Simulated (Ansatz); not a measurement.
## Ansatz (development build ahead of 0.2.0) run

```yaml
crystal:
  periodic: [false, false, false]
  atoms:
    - { symbol: Ti, position_ang: [0.0, 0.0, 0.0] }
    - { symbol: Br, position_ang: [0.0, 0.0, 3.75] }
basis:
  gaussian: { orbitals: pcseg-2 }
magnetization:
  spin_polarized: true
  initial_magnetization: 3
hamiltonian:
  xc: pbe0
```

The input is written out in the form of the current development build from the run's settings.

Results

- Converged: yes
- Total energy: -3423.08526 hartree
- Spin squared of the determinant: 3.813
- Stability test: minimum

Caution: other spin multiplicities were not run.
